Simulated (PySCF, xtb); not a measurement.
CdH4SeSi, SMILES [SiH3][Cd][SeH].

GFN2-xTB in xtb at its own geometry gives an orbital gap of 2.96 eV and a dipole moment of 6.55 D.

The structure is a stationary point at B3LYP-D3(BJ)/def2-SVP. The def2 effective core potentials stand for the cores of Cd; spin–orbit coupling is left out. One conformer was computed; it need not be the lowest.

Task: What does HF/def2-TZVPD (PySCF) give? (The exact figures need the calculation; the answer reports its results.)

Result: gap 10.14 eV (levels -9.10 and 1.04 eV), dipole 1.81 D.
